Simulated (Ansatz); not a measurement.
Consider the ligand exchange at the Al–C bond: `N=[C](Cl)[AlH][F]` + `CC(C)N` → `CC(C)[NH][AlH][F]` + `N=CCl`.

Gas-phase electronic energies from Ansatz, PBE0-D4/def2-TZVP geometries. CCSD(T)/CBS is the MP2 limit (def2-TZVPP, def2-QZVPP) plus CCSD(T) − MP2 in def2-TZVPP, frozen cores. This one scheme is used for every species. Functionals use def2-TZVPP. B3LYP here is the variant with VWN-RPA as its local correlation; programs differ in this. One conformer a species, not always the lowest.

```tsv
level	ΔE (eV)
r2SCAN	-0.80
PBE0	-0.79
B3LYP	-0.80
SCS-MP2/def2-TZVPP	-0.86
CCSD/def2-TZVPP	-0.85
HF/def2-QZVPP	-0.89
SCS-MP2/def2-QZVPP	-0.85
HF/CBS(def2)	-0.89
```

(1) What does CCSD(T)/CBS give? (An estimate is asked.)

Largest T1 diagnostic among the species: 0.014.

Answers

(1) Computed: -0.81 eV. The listed levels differ from it by 0.01, 0.02, 0.01, -0.05, -0.04, -0.08, -0.04, -0.08 eV.

From PBE to PBE0 (25 % exact exchange), in def2-TZVPP and without D4, ΔE moves by −0.05 eV.
